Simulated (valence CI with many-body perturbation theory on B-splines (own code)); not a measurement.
Ir⁴⁺: electric-dipole lines

Method: configuration interaction combined with many-body perturbation theory (CI+MBPT): five valence electrons over a frozen Dirac-Fock core [Xe] 4f14, a basis of 7 s, 7 p, 8 d, 6 f, 4 g, 1 h functions for each j, with the one-electron correlation potential Σ1, the two-electron term Σ2, the three-electron term Σ3, Breit, model QED; selected CI, second order for the rest, scaled by the run's own slope (own B-spline code, finite nucleus).

No measured spectrum was set against this ion. As an estimate, terms of the open shell hold to 2 to 4 % of their energy, and close levels can change places; different configurations can be misplaced against each other by 1,000 to 8,000 cm⁻¹. Among the levels kept, up to 2200 cm⁻¹ of a level comes from second order outside the variational space, and about a tenth of that is noise between levels of different J, which matters for small intervals.

Lines 51 to 100 of 551 in falling wavelength, among levels below 25.811 eV, chosen from the strongest by gf and those to the six lowest levels. Wavelengths and rates use the calculated energies, so an error of 2000 cm⁻¹ moves a line at 1441 Å by 2.9 % and its rate by three times that or more. Electric multipoles are in the length gauge, E1 and E2 with the static RPA response of the core. Weak lines are less certain than strong ones. Lines between different terms over intervals too small for the method are left out, as are lines whose strength nearly cancels. Where a level lies close to another of its J and parity, the split of strength between their lines is uncertain. The highest levels of a list are the least certain.

Names give the largest LS component (configuration and term), which can be under half, so a name can repeat, a term be missing and a line seem to break the LS rules; names also repeat where a configuration has a term twice. Letters in brackets count levels of one name in rising energy.

| λ vac (Å) | Upper | Lower | A (s⁻¹) | S (a.u.) |
| --- | --- | --- | --- | --- |
| 1441 | 5d4.6p 4F°_7/2 [b] | 5d4.6s 2H_9/2 | 1.80e+08 | 2.13e+00 |
| 1440 | 5d4.6p 2I°_11/2 | 5d4.6s 2H_11/2 | 1.22e+08 | 2.17e+00 |
| 1438 | 5d4.6p 2I°_13/2 [a] | 5d4.6s 4H_13/2 | 4.19e+08 | 8.62e+00 |
| 1435 | 5d4.6p 6F°_1/2 | 5d4.6s 6D_1/2 | 6.68e+08 | 1.95e+00 |
| 1435 | 5d4.6p 4D°_3/2 [c] | 5d4.6s 4D_5/2 [c] | 2.06e+08 | 1.20e+00 |
| 1431 | 5d4.6p 4F°_5/2 [b] | 5d4.6s 4G_7/2 | 2.08e+08 | 1.81e+00 |
| 1425 | 5d4.6p 4D°_3/2 [b] | 5d4.6s 4P_3/2 [a] | 2.58e+08 | 1.47e+00 |
| 1425 | 5d4.6p 4H°_9/2 [a] | 5d4.6s 4H_11/2 | 2.34e+08 | 3.33e+00 |
| 1422 | 5d4.6p 4P°_1/2 [a] | 5d4.6s 6D_3/2 | 5.46e+08 | 1.55e+00 |
| 1421 | 5d4.6p 4H°_7/2 | 5d4.6s 4H_7/2 | 2.74e+08 | 3.10e+00 |
| 1418 | 5d4.6p 4H°_11/2 [a] | 5d4.6s 4G_11/2 | 1.03e+08 | 1.73e+00 |
| 1415 | 5d4.6p 4I°_9/2 | 5d4.6s 4H_7/2 | 2.88e+08 | 4.03e+00 |
| 1413 | 5d4.6p 2I°_13/2 [b] | 5d4.6s 2H_11/2 | 2.18e+08 | 4.25e+00 |
| 1401 | 5d4.6p 4P°_1/2 [b] | 5d4.6s 4P_3/2 [a] | 3.79e+08 | 1.03e+00 |
| 1398 | 5d4.6p 2F°_5/2 [e] | 5d4.6s 2F_5/2 [b] | 1.53e+08 | 1.24e+00 |
| 1397 | 5d4.6p 4G°_9/2 [a] | 5d4.6s 4G_11/2 | 1.57e+08 | 2.12e+00 |
| 1396 | 5d4.6p 2G°_7/2 [b] | 5d4.6s 2D_5/2 [a] | 1.67e+08 | 1.80e+00 |
| 1394 | 5d4.6p 4F°_7/2 [a] | 5d4.6s 4H_9/2 [b] | 1.96e+08 | 2.09e+00 |
| 1393 | 5d4.6p 6F°_3/2 | 5d4.6s 6D_3/2 | 5.23e+08 | 2.79e+00 |
| 1393 | 5d4.6p 2G°_7/2 [a] | 5d4.6s 4D_5/2 [a] | 1.87e+08 | 2.00e+00 |
| 1393 | 5d4.6p 4G°_9/2 [a] | 5d4.6s 2G_7/2 [a] | 8.63e+07 | 1.15e+00 |
| 1391 | 5d4.6p 4G°_5/2 [b] | 5d4.6s 4F_3/2 [a] | 2.56e+08 | 2.04e+00 |
| 1391 | 5d4.6p 2G°_7/2 [a] | 5d4.6s 4H_9/2 [a] | 1.28e+08 | 1.36e+00 |
| 1390 | 5d4.6p 6F°_9/2 | 5d4.6s 4D_7/2 [a] | 1.05e+08 | 1.40e+00 |
| 1387 | 5d4.6p 2I°_13/2 [a] | 5d4.6s 4H_11/2 | 1.11e+08 | 2.05e+00 |
| 1386 | 5d4.6p 4F°_5/2 [a] | 5d4.6s 4D_3/2 [a] | 1.60e+08 | 1.26e+00 |
| 1385 | 5d4.6p 4F°_9/2 [a] | 5d4.6s 6D_9/2 | 3.89e+08 | 5.11e+00 |
| 1384 | 5d4.6p 4F°_5/2 [d] | 5d4.6s 4F_7/2 [a] | 2.13e+08 | 1.68e+00 |
| 1381 | 5d4.6p 6F°_5/2 | 5d4.6s 6D_5/2 | 4.78e+08 | 3.73e+00 |
| 1381 | 5d4.6p 6F°_9/2 | 5d4.6s 4H_11/2 | 1.02e+08 | 1.32e+00 |
| 1379 | 5d4.6p 4F°_7/2 [b] | 5d4.6s 4G_9/2 | 1.48e+08 | 1.53e+00 |
| 1378 | 5d4.6p 4P°_5/2 [b] | 5d4.6s 4D_7/2 [b] | 2.02e+08 | 1.57e+00 |
| 1377 | 5d4.6p 6F°_7/2 | 5d4.6s 6D_7/2 | 4.37e+08 | 4.51e+00 |
| 1374 | 5d4.6p 4H°_11/2 [b] | 5d4.6s 4G_11/2 | 1.06e+08 | 1.63e+00 |
| 1371 | 5d4.6p 4D°_3/2 [d] | 5d4.6s 4D_5/2 [c] | 1.84e+08 | 9.34e-01 |
| 1370 | 5d4.6p 2F°_7/2 [a] | 5d4.6s 4H_9/2 [b] | 9.81e+07 | 9.96e-01 |
| 1368 | 5d4.6p 2I°_11/2 | 5d4.6s 2I_13/2 | 1.36e+08 | 2.06e+00 |
| 1367 | 5d4.6p 4P°_3/2 [a] | 5d4.6s 6D_5/2 | 5.50e+08 | 2.78e+00 |
| 1363 | 5d4.6p 4I°_11/2 | 5d4.6s 4H_9/2 [a] | 1.64e+08 | 2.46e+00 |
| 1362 | 5d4.6p 4G°_11/2 [a] | 5d4.6s 4H_13/2 | 5.26e+08 | 7.88e+00 |
| 1361 | 5d4.6p 4G°_9/2 [b] | 5d4.6s 4G_11/2 | 1.28e+08 | 1.59e+00 |
| 1361 | 5d4.6p 4H°_9/2 [b] | 5d4.6s 4G_7/2 | 9.82e+07 | 1.22e+00 |
| 1358 | 5d4.6p 4P°_5/2 [a] | 5d4.6s 4D_7/2 [a] | 1.75e+08 | 1.30e+00 |
| 1353 | 5d4.6p 4D°_5/2 [b] | 5d4.6s 4D_7/2 [b] | 2.11e+08 | 1.55e+00 |
| 1351 | 5d4.6p 2G°_9/2 [b] | 5d4.6s 2G_7/2 [c] | 9.04e+07 | 1.10e+00 |
| 1347 | 5d4.6p 4H°_11/2 [a] | 5d4.6s 2H_9/2 | 7.86e+07 | 1.14e+00 |
| 1346 | 5d4.6p 4H°_9/2 [b] | 5d4.6s 4D_7/2 [a] | 9.76e+07 | 1.17e+00 |
| 1343 | 5d4.6p 2I°_13/2 [b] | 5d4.6s 2I_13/2 | 8.91e+07 | 1.49e+00 |
| 1339 | 5d4.6p 6D°_7/2 [b] | 5d4.6s 4D_5/2 [b] | 1.49e+08 | 1.41e+00 |
| 1339 | 5d4.6p 6P°_7/2 | 5d4.6s 6D_9/2 | 7.65e+08 | 7.25e+00 |
